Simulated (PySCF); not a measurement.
# Bond curve of AlZn⁺

Set-up: PySCF, no relativity, basis sets Al 6-31G(d,p), Zn 6-31G(d,p). Energies in eV from Al⁺ + Zn in their ground configurations at the same level. State: ¹Σ⁺ (singlet), closed shell.

| R (Å) | r²SCAN |
| --- | --- |
| 2.381 | -0.913 |
| 2.491 | -1.027 |
| 2.602 | -1.080 |
| 2.685 | -1.091 |
| 2.768 | -1.086 |
| 2.851 | -1.069 |
| 2.962 | -1.033 |
| 3.100 | -0.976 |
| 3.266 | -0.897 |
| 3.488 | -0.785 |

Q: Put a parabola through the three lowest points of the r²SCAN curve and estimate Re, k and ωe (reduced mass 18.97 u; 1 eV/Å² = 0.16022 mdyn/Å; ωe = 1302.8·√(k/μ) cm⁻¹).

A: Through R = 2.602, 2.685, 2.768 Å the second-order coefficient is 1.16 eV/Å², so Re ≈ 2.701 Å, k ≈ 0.372 mdyn/Å and ωe ≈ 182 cm⁻¹. A polynomial fit of higher order to the unrounded r²SCAN energies gives Re = 2.697 Å, k = 0.368 mdyn/Å, ωe = 182 cm⁻¹; anharmonicity and rounding make the difference.

The higher-order fit for each curve: r²SCAN: Re = 2.697 Å, ωe = 182 cm⁻¹, De = 1.09 eV.

Closed-shell solutions of metal pairs were not tested for spin polarisation, which can lower them a little. For an ion De counts to the pair picked by the measured ionisation energies or electron affinities, which need not be the lowest pair at this level.
